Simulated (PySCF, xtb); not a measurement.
CH₅FO₂Si₂, SMILES O[Si@]1(F)CO[SiH2]1. One conformer was computed; it need not be the lowest.

Harmonic wavenumbers (cm⁻¹) from xtb 6.7.1 with GFN2-xTB at its own minimum, in rising order: 95, 120, 190, 210, 218, 252, 378, 441, 456, 564, 650, 686, 706, 742, 771, 802, 855, 925, 994, 1142, 1231, 1477, 2215, 2262, 2937, 2961, 3688.

What does TPSSh-D3(BJ)/def2-SVP in PySCF give at its own minimum? (An estimate is asked for; the answer gives what the named calculation found.)

61, 136, 191, 213, 258, 295, 426, 462, 473, 667, 683, 735, 743, 764, 836, 893, 938, 987, 1008, 1188, 1260, 1466, 2244, 2246, 3035, 3092, 3832. Paired by order, the mean absolute difference is 48 cm⁻¹ and the zero-point energies are 40.0 and 41.6 kcal/mol.
